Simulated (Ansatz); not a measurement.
Geometry optimisation, UKS PBE0-D4/def2-SVP (Ansatz).

input.yaml

```yaml
crystal:
  periodic: [false, false, false]
  atoms:
    - { symbol: Ga, position_ang: [0.003038, 4.0e-06, -0.129843] }
    - { symbol: Cl, position_ang: [0.02418, -0.002234, 2.086501] }
    - { symbol: H, position_ang: [1.414149, 0.000515, -0.781699] }
    - { symbol: H, position_ang: [-1.420271, 0.00052, -0.754885] }
    - { symbol: H, position_ang: [-0.021096, 0.001195, 4.659926] }
magnetization:
  spin_polarized: true
  initial_magnetization: 1
basis:
  gaussian: { orbitals: def2-SVP }
hamiltonian:
  xc: pbe0
  dispersion: d4
relax:
  f_tol: 0.03
  max_steps: 50
```

Launched with:

```bash
$ ansatz run input.yaml --threads 1 --pin off --max-ram 2048MiB --backend cpu --events-out ev --progress --plain --runs-dir out
```

Problem. Where does it end, and by what steps?

Solution. The forces met the threshold. The force dipped under the threshold on the way, but the program's further checks kept it going. After 6 steps the energy has fallen by 0.056 eV; H5 moved furthest, 0.59 Å.

| step | energy less start (eV) | largest force component (eV/Å) | accepted |
| --- | --- | --- | --- |
| 0 | 0.0000 | 0.881 | yes |
| 1 | -0.0276 | 0.287 | yes |
| 2 | -0.0433 | 0.101 | yes |
| 3 | -0.0524 | 0.028 | yes |
| 4 | -0.0552 | 0.012 | yes |
| 5 | -0.0562 | 0.009 | yes |
| 6 | -0.0564 | 0.008 | yes |

```xyz
5
Properties=species:S:1:pos:R:3
Ga 0.004 0.000 -0.249
Cl 0.027 -0.002 1.908
H 1.407 0.000 -0.928
H -1.412 0.000 -0.898
H -0.027 0.001 5.247
```

Whether the end is a true minimum wasn't checked by a vibrational analysis.

The run took 25 s on 1 thread of AMD EPYC 7R43 64-Core Processor (Zen 3), on a shared host, peak memory 0.17 GiB.
